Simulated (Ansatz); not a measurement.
Geometry optimisation, Ansatz, DFT PBE-D3(BJ), scalar-relativistic, plane waves, PAW.

Input file:

```yaml
accuracy: low
crystal:
  lattice:
    - [0.0, 5.43, 5.43]
    - [5.43, 0.0, 5.43]
    - [5.43, 5.43, 0.0]
  atoms:
    - { symbol: Si, position: [0.0, 0.0, 0.0] }
    - { symbol: Si, position: [0.125, 0.125, 0.125] }
    - { symbol: Si, position: [0.0, 0.0, 0.5] }
    - { symbol: Si, position: [0.125, 0.125, 0.625] }
    - { symbol: Si, position: [0.0, 0.5, 0.0] }
    - { symbol: Si, position: [0.125, 0.625, 0.125] }
    - { symbol: Si, position: [0.0, 0.5, 0.5] }
    - { symbol: Si, position: [0.125, 0.625, 0.625] }
    - { symbol: Si, position: [0.5, 0.0, 0.0] }
    - { symbol: Si, position: [0.625, 0.125, 0.125] }
    - { symbol: Si, position: [0.5, 0.0, 0.5] }
    - { symbol: Si, position: [0.625, 0.125, 0.625] }
    - { symbol: Si, position: [0.5, 0.5, 0.0] }
    - { symbol: Si, position: [0.625, 0.625, 0.125] }
    - { symbol: Si, position: [0.5, 0.5, 0.5] }
    - { symbol: Si, position: [0.625, 0.625, 0.625] }
    - { symbol: O, position: [0.7562291, 0.2504039, 0.7462086], spin: 1.0 }
magnetization:
  spin_polarized: true
basis:
  ecutwfc: 420.0
kpoints:
  mp_grid: { grid: [2, 2, 2] }
hamiltonian:
  xc: pbe
  dispersion: d3bj
  pseudopotentials: { kind: paw, azcp: { folder: soft_1 } }
scf:
  occupations: { method: fermi_dirac, width: 0.05 }
  lower_state_search: "off"
relax:
  f_tol: 0.08
  max_steps: 25
  adjacent_minimum: "off"
```

Launched with:

```bash
$ ansatz run input.yaml --threads 1 --pin off --max-ram 3072MiB --backend cpu --events-out ev --progress --plain --runs-dir out
```

Where does it end, and by what steps?

The run converged. The force dipped under the threshold on the way, but the program's further checks kept it going. Limits of this set-up: coarse k mesh, a small cell, in which the defect meets its images, low accuracy level. After 12 steps the energy has fallen by 1.277 eV; O17 moved furthest, 0.92 Å. Joined: Si4–O17 (2.31 → 1.82 Å), Si16–O17 (2.35 → 1.82 Å).

```csv
step,energy less start (eV),largest force component (eV/Å),accepted
0,0.0000,0.358,yes
1,-0.0627,0.301,yes
2,-0.2545,1.060,yes
3,-0.6050,1.055,yes
4,-0.7969,2.114,yes
5,-1.0683,0.585,yes
6,-1.1219,0.190,yes
7,-1.1869,0.286,yes
8,-1.2356,0.257,yes
9,-1.2640,0.237,yes
10,-1.2708,0.120,yes
11,-1.2758,0.043,yes
12,-1.2769,0.020,yes
```

```xyz
17
Lattice="0.0000 5.4300 5.4300 5.4300 0.0000 5.4300 5.4300 5.4300 0.0000" Properties=species:S:1:pos:R:3
Si 0.030 -0.031 0.008
Si 1.341 1.397 1.320
Si 2.629 2.758 -0.067
Si 4.285 3.809 1.251
Si 2.866 0.142 2.601
Si 4.125 1.399 4.144
Si 5.569 2.816 2.996
Si 6.989 4.253 4.027
Si -0.009 2.714 2.719
Si 1.383 4.124 3.987
Si 2.644 5.506 2.582
Si 4.040 6.790 4.043
Si 2.696 2.774 5.400
Si 4.123 4.062 6.735
Si 5.439 5.333 5.293
Si 6.579 6.951 6.621
O 4.984 7.660 6.107
```

Run time: 2.5 min on 1 thread of Intel(R) Xeon(R) CPU @ 2.60GHz (Ice Lake) (shared host), peak memory 0.73 GiB.
